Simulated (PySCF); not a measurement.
CH₅FSSi.
Numbering: `[CH3:1][S:2][SiH2:3][F:4]` (hydrogens: H5, H6, H7 on C1; H8, H9 on Si3)

Method used: PBE0-D3(BJ)/def2-SVP geometry optimisation, gas phase (PySCF 2.14.0).

**Question.** List the bond lengths, angles and torsions at this level.

**Answer.** 
```
               bond  length (Å)
              C1–S2       1.826
             S2–Si3       2.115
             Si3–F4       1.627
C1–H5, C1–H6, C1–H7       1.098
     Si3–H8, Si3–H9       1.487
```

Bonds in one row agree within 0.01 Å and their mean is given. A selection of angles:
```
    angle  degrees
 S2–C1–H5    106.6
 S2–C1–H6    111.0
 H5–C1–H6    108.9
C1–S2–Si3     99.4
S2–Si3–F4    111.0
S2–Si3–H8    111.3
S2–Si3–H9    106.6
F4–Si3–H8    105.6
F4–Si3–H9    109.3
H8–Si3–H9    113.2
```

Dihedral angles: C1–S2–Si3–F4 65° (synclinal). The mirror-image conformer, all signs reversed, is as good.

Si3 (fluorine-bound silicon) is distorted tetrahedral (angles from 105.6° to 113.2°).

Point group: C1 (no symmetry element, even within 0.4 Å). No frequency check. One conformer, not necessarily the lowest.
